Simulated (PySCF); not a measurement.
**NMR data sheet: C6H10N2OSi**

- Formula: C6H10N2OSi
- SMILES: CC(=O)c1cnn(C)c1[SiH3]
- Point group of the computed structure: Cs
- Degrees of unsaturation: 4
- Carbon signals: 6
- Proton signals: 4

Molfile (atoms numbered from 1):
```
C6H10N2OSi
     RDKit          3D

 20 20  0  0  0  0  0  0  0  0999 V2000
    3.1755    0.2918   -0.1355 C   0  0  0  0  0  0  0  0  0  0  0  0
    1.7457    0.7272    0.0356 C   0  0  0  0  0  0  0  0  0  0  0  0
    1.4355    1.8857    0.2795 O   0  0  0  0  0  0  0  0  0  0  0  0
    0.7127   -0.2653   -0.0949 C   0  0  0  0  0  0  0  0  0  0  0  0
    0.6835   -1.6477   -0.3621 C   0  0  0  0  0  0  0  0  0  0  0  0
   -0.5590   -2.0775   -0.3703 N   0  0  0  0  0  0  0  0  0  0  0  0
   -1.3337   -1.0132   -0.1165 N   0  0  0  0  0  0  0  0  0  0  0  0
   -2.7564   -1.1819   -0.0626 C   0  0  0  0  0  0  0  0  0  0  0  0
   -0.6280    0.1069    0.0585 C   0  0  0  0  0  0  0  0  0  0  0  0
   -1.1295    1.8791    0.4326 Si  0  0  0  0  0  4  0  0  0  0  0  0
    3.4136   -0.4740    0.6004 H   0  0  0  0  0  0  0  0  0  0  0  0
    3.8431    1.1402   -0.0111 H   0  0  0  0  0  0  0  0  0  0  0  0
    3.3091   -0.1387   -1.1262 H   0  0  0  0  0  0  0  0  0  0  0  0
    1.4931   -2.3267   -0.5432 H   0  0  0  0  0  0  0  0  0  0  0  0
   -2.9685   -2.2319   -0.2545 H   0  0  0  0  0  0  0  0  0  0  0  0
   -3.1385   -0.9042    0.9204 H   0  0  0  0  0  0  0  0  0  0  0  0
   -3.2446   -0.5651   -0.8180 H   0  0  0  0  0  0  0  0  0  0  0  0
   -2.6076    1.8130    0.5082 H   0  0  0  0  0  0  0  0  0  0  0  0
   -0.6521    2.2582    1.7544 H   0  0  0  0  0  0  0  0  0  0  0  0
   -0.7991    2.7347   -0.6977 H   0  0  0  0  0  0  0  0  0  0  0  0
  1  2  1  0
  2  3  2  0
  2  4  1  0
  4  5  1  0
  5  6  2  0
  6  7  1  0
  7  8  1  0
  7  9  1  0
  9 10  1  0
  9  4  2  0
  1 11  1  0
  1 12  1  0
  1 13  1  0
  5 14  1  0
  8 15  1  0
  8 16  1  0
  8 17  1  0
 10 18  1  0
 10 19  1  0
 10 20  1  0
M  END
```

[PySCF 2.14.0 with density-fitted response routines: NMR shieldings at PBE0/pcSseg-1/GIAO; geometry: GFN2-xTB; gas phase; non-relativistic; equivalent nuclei averaged; single conformer]

Shifts are taken against calculated references (same method and geometry level): 1H, 13C, 29Si vs TMS; 15N against NH3; 17O against H2O.

| carbon | δC, type | δH (multiplicity) | HMBC from (2–3 bonds) | span of the C tensor (ppm) |
| --- | --- | --- | --- | --- |
| C1 | 28.5, CH3 | 2.57 (s) | – | 50 |
| C2 | 198.6, C | – | H14, H11/H12/H13 | 197 |
| C4 | 139.2, C | – | H14, H18/H19/H20, H11/H12/H13 | 128 |
| C5 | 140.0, CH | 7.76 (s) | – | 171 |
| C8 | 40.7, CH3 | 4.18 (s) | – | 60 |
| C9 | 149.8, C | – | H14, H18/H19/H20, H15/H16/H17 | 174 |

Other nuclei:
| atoms | nucleus | environment | δ (ppm) | σ (ppm) |
| --- | --- | --- | --- | --- |
| H18/H19/H20 | 1H | hydrogen on a silicon bonded to C | 4.57 | 27.15 |
| Si10 | 29Si | silicon bonded to C, 3 H | -99.6 | 448.8 |
| N6 | 15N | pyridine-type nitrogen of an azole | 372.2 | -104.5 |
| N7 | 15N | pyrrole-type ring nitrogen | 242.7 | 25.0 |
| O3 | 17O | ketone oxygen | 585.7 | -249.6 |

- Carbon types of the structure: 3 × C, 1 × CH, 2 × CH3, leaving 3 H on heteroatoms.
- δC 198.6: ketone carbonyl carbon; the double bond to the heteroatom, with no lone-pair donor beside it, deshields it most.
- δC 149.8: substituted aromatic carbon next to a ring nitrogen.
- δC 140.0: aromatic CH next to a ring nitrogen.
- δC 139.2: substituted aromatic carbon.
- δH 4.18: hydrogen on a methyl carbon bonded to N; its carbon carries N, which withdraws density.

Shifts are as computed. Against solution values, carbons near 30 ppm lie about +3 ppm off and those near 130 ppm about +5 ppm. Of 1211 compounds with measured shifts, 218 miss one by over three times the rms of a fit or turn the order of signals round; such compounds aren't used in these exercises. Unscaled 17O shifts of doubly bonded oxygen tend to come out too high, by tens of ppm or more. Experimental scales use liquid or dissolved standards, which lie at an offset from isolated NH3 (liquid NH3: subtract about 20 ppm) and H2O (liquid H2O: subtract about 36 ppm). Unscaled 15N shifts of sp2 nitrogen come out 20 to 40 ppm too high even then. Multiplicities follow the n + 1 count of equivalent neighbours, as no J values were calculated; m marks all less simple cases, F and P coupling included.
